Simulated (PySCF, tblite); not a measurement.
Isomers of C5H9NOSi, one GFN2-xTB conformer each. Single-point energies are computed at PBE0/pcSseg-1 (PySCF, gas phase, no added dispersion term), electronic only.

Problem. Rank them by PBE0/pcSseg-1 energy, lowest first (kcal/mol).
A. `[CH3:1][CH2:2][C@H:3]([C:4]#[N:5])[C:6](=[O:7])[SiH3:8]` with C1–C2–C3–C4 -62°, C2–C3–C6–O7 -125°
B. `[SiH3:1][CH2:2][CH2:3][c:4]1[n:5][cH:6][cH:7][o:8]1` with Si1–C2–C3–C4 -57°, C2–C3–C4–N5 -87°
C. `[CH3:1][SiH2:2][c:3]1[cH:4][cH:5][c:6]([NH2:7])[o:8]1` with C1–Si2–C3–C4 128°
D. `[CH2:1]=[C:2]([SiH3:3])/[CH:4]=[N:5]\[C:6]([CH3:7])=[O:8]` with C1–C2–C4–N5 -176°, C4–N5–C6–C7 116°

Solution. C (0.0), B (7.5), A (23.3), D (25.3).

As drawn, the lowest has an aromatic ring and an N–H bond, which the highest lacks; the highest has a C=O bond, a C=N bond and a C(=O)–N unit, which the lowest lacks. Neighbours under 2.5 kcal/mol apart (CC[C@H](C#N)C(=O)[SiH3] and C=C([SiH3])/C=N\C(C)=O) can change places with a better method, another conformer or zero-point energy. GFN2-xTB itself gives, in the same order: 12.8, 0.0, 38.1, 32.1. GFN2-xTB puts [SiH3]CCc1ncco1 lowest instead; measured from each level's own lowest isomer, the values differ by up to 14.8 kcal/mol (CC[C@H](C#N)C(=O)[SiH3]: 38.1 against 23.3).

Problem. Which frontier levels, dipoles and rotational constants go with these structures?

Solution. 
```
                 SMILES  HOMO (eV, PBE0/pcSseg-1)  LUMO (eV)  dipole (D)      A, B, C (MHz)
      C[SiH2]c1ccc(N)o1                     -5.55       0.37        2.37  3734, 1014, 851.4
        [SiH3]CCc1ncco1                     -7.05      -0.06        0.96   3306, 1195, 1025
CC[C@H](C#N)C(=O)[SiH3]                     -7.41      -1.77        3.67   2117, 1152, 1061
 C=C([SiH3])/C=N\C(C)=O                     -7.19      -2.00        3.79  2708, 1211, 981.7
```

Problem. What happens when harmonic zero-point energies from GFN2-xTB frequencies are added?

Solution. 
| SMILES | ZPE (kcal/mol) | electronic (kcal/mol) | with ZPE (kcal/mol) |
| --- | --- | --- | --- |
| C[SiH2]c1ccc(N)o1 | 79.8 | 0.0 | 0.0 |
| [SiH3]CCc1ncco1 | 79.5 | 7.5 | 7.2 |
| CC[C@H](C#N)C(=O)[SiH3] | 77.9 | 23.3 | 21.4 |
| C=C([SiH3])/C=N\C(C)=O | 76.8 | 25.3 | 22.2 |

The zero-point energies span 3.0 kcal/mol. The order is unchanged.
